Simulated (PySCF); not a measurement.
**How methods differ on the excitation energy of Ba**

Ba [Xe] 6s2 (1S) → Ba [Xe] 5d2 (3F), as a difference of total energies. Calculation: PySCF 2.14, in aug-cc-pVQZ-X2C (10s9p7d4f2g, 118 functions); scalar relativity by spin-free X2C-1e. Correlated levels: valence: [Xe] frozen. The calculations carry no spin-orbit coupling.

| method | excitation energy (eV) |
| --- | --- |
| UHF | 2.363 |
| MP2 (valence) | 2.737 |
| SCS-MP2 (valence) | 2.905 |
| CCSD (valence) | 2.826 |

**Question.** How much does correlation contribute at MP2 (valence)?

**Answer.** 2.737 − (2.363) = 0.374 eV, measured against UHF.

A first-order spin-orbit estimate (lowest level to lowest level, LS coupling) adds -0.058 eV.

With two correlated electrons CCSD is exact in that space.
